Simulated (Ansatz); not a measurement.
Calibrating PBE-D4/def2-TZVPP on Al-containing molecules

The atomisation energy (no zero-point term) in kJ/mol of 7 Al-containing molecules: x at PBE-D4/def2-TZVPP, y at CCSD(T)/CBS estimate. Shapes, held fixed at every level: PBE0-D4/def2-TZVP. Flexible molecules stand in one conformer, not always the lowest. Programs: Ansatz 0.2.0.

| molecule | x (kJ/mol) | y (kJ/mol) |
| --- | --- | --- |
| CH7AlO (SMILES C[OH+][AlH3-]) | 3131 | 3151 |
| AlH(CH3)2(SH2) | 4277 | 4267 |
| AlH(CH3)2(NH3) | 4831 | 4812 |
| C2H8Al2F2 (SMILES [CH3][AlH-]1[F+][AlH-]([CH3])[F+]1) | 5140 | 5165 |
| C3H9AlO (SMILES CC(C)=[O+][AlH3-]) | 5163 | ? |
| C4H7AlO3 (SMILES [CH3][Al-]1([OH])[O]C=CC=[O+]1) | 6707 | 6521 |
| C5H9AlO2 (SMILES [CH3][Al-]1([CH3])[O]C=CC=[O+]1) | 7355 | 7156 |

Fit y = c + s·x to the known rows and predict y for C3H9AlO.


1. Means of the 6 rows: x = 5240.17, y = 5178.7.
2. Σ(Δx)² = 12177845, Σ(Δx·Δy) = 11456880, so the slope is 11456880/12177845 = 0.9408.
3. Intercept: 5178.7 − (0.9408) × 5240.17 = 248.7. The largest residual of the fit is 81.
4. C3H9AlO: 248.7 + 0.9408 × 5163 = 5106 kJ/mol.

CCSD(T)/CBS estimate gives 5095 kJ/mol, so the prediction is off by +11 kJ/mol, within the largest residual. Uncorrected, PBE-D4/def2-TZVPP misses C3H9AlO by +68 kJ/mol, and the other rows by 76 on average. The line removes about 85 % of this miss, partly by chance. Left out in turn, the other rows are missed by 50 kJ/mol on average. The CBS estimate extrapolates MP2 from def2-TZVPP and def2-QZVPP and adds CCSD(T) − MP2 in the triple-zeta set, cores frozen.
